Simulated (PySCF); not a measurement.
Isomers of C6H6ClF, one GFN2-xTB conformer each. Single-point energies are computed at PBE0/pcSseg-1 (PySCF, gas phase, no added dispersion term), electronic only.

**Question.** Rank them by PBE0/pcSseg-1 energy, lowest first (kcal/mol).
A. `[C@H]1(Cl)C=C[C@@H]2[C@@H](F)[C@H]12`
B. `Cl[C@@]12[C@H]3[C@@H]1[C@H](C3)[C@H]2F`
C. `[F:1][C:2]1=[CH:3][CH2:4][CH:5]=[CH:6][C@H:7]1[Cl:8]` with C2–C3–C4–C5 13°, C3–C4–C5–C6 -13°, C5–C6–C7–Cl8 -101°, F1–C2–C7–C6 163°

**Answer.** C (0.0), A (10.6), B (37.3).

As drawn, the lowest has a C=C bond outside aromatic rings, which the highest lacks; the highest has a three-membered ring and a four-membered ring, which the lowest lacks. GFN2-xTB itself gives, in the same order: 0.0, 3.5, 19.8. Both levels put the same isomer lowest; measured from each level's own lowest isomer, the values differ by up to 17.5 kcal/mol (F[C@@H]1[C@H]2C[C@@H]3[C@H]2[C@]13Cl: 19.8 against 37.3).

**Question.** Which frontier levels, dipoles and rotational constants go with these structures?

**Answer.** 
| SMILES | HOMO (eV, PBE0/pcSseg-1) | LUMO (eV) | dipole (D) | A, B, C (MHz) |
| --- | --- | --- | --- | --- |
| FC1=CCC=C[C@H]1Cl | -7.44 | -0.89 | 3.18 | 2185, 1695, 1132 |
| F[C@@H]1[C@H]2C=C[C@H](Cl)[C@@H]12 | -7.47 | -0.57 | 1.94 | 3482, 1143, 948.8 |
| F[C@@H]1[C@H]2C[C@@H]3[C@H]2[C@]13Cl | -7.54 | 1.01 | 2.91 | 2693, 1743, 1229 |
